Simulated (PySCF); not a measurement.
# Calcium: a sound run and one with changed settings

Sound run: Ca [Ar] 4s2, Ca⁺ [Ar] 4s1. Computed with PySCF 2.14 in def2-TZVP, with the non-relativistic Hamiltonian (point nucleus). In the sound run the correlated levels freeze [Ar]. The sound run starts from symmetry-adapted Hartree-Fock orbitals and uses a fine grid where one is needed.

Changed run: basis STO-3G. This setting is unsound on purpose.

```json
{"species": "Ca", "method": "UHF", "sound run (hartree)": "-676.74580", "changed run (hartree)": "-669.98887", "converged": "yes"}
{"species": "Ca", "method": "MN15", "sound run (hartree)": "-677.50550", "changed run (hartree)": "-669.42418", "converged": "yes"}
{"species": "Ca", "method": "BP86", "sound run (hartree)": "-677.62094", "changed run (hartree)": "-670.76559", "converged": "yes"}
{"species": "Ca", "method": "MP2", "sound run (hartree)": "-676.76432", "changed run (hartree)": "-670.00456", "converged": "yes"}
{"species": "Ca", "method": "CCSD(T)", "sound run (hartree)": "-676.77415", "changed run (hartree)": "-670.01744", "converged": "yes"}
{"species": "Ca⁺", "method": "UHF", "sound run (hartree)": "-676.55768", "changed run (hartree)": "-669.84136", "converged": "yes"}
{"species": "Ca⁺", "method": "MN15", "sound run (hartree)": "-677.27535", "changed run (hartree)": "-669.22528", "converged": "yes"}
{"species": "Ca⁺", "method": "BP86", "sound run (hartree)": "-677.39361", "changed run (hartree)": "-670.56589", "converged": "yes"}
```

Ionisation energy of Ca:

```tsv
method	sound run (eV)	changed run (eV)
UHF	5.119	4.014
MN15	6.262	5.412
BP86	6.186	5.434
MP2	5.623	4.441
SCS-MP2	5.724	4.526
CCSD	5.890	4.791
CCSD(T)	5.890	4.791
CCSDT	5.890	4.791
FCI	5.890	4.791
```

A minimal basis cannot let orbitals breathe on ionisation and holds almost no correlation.

For comparison, NIST gives 6.113 eV between the lowest levels.
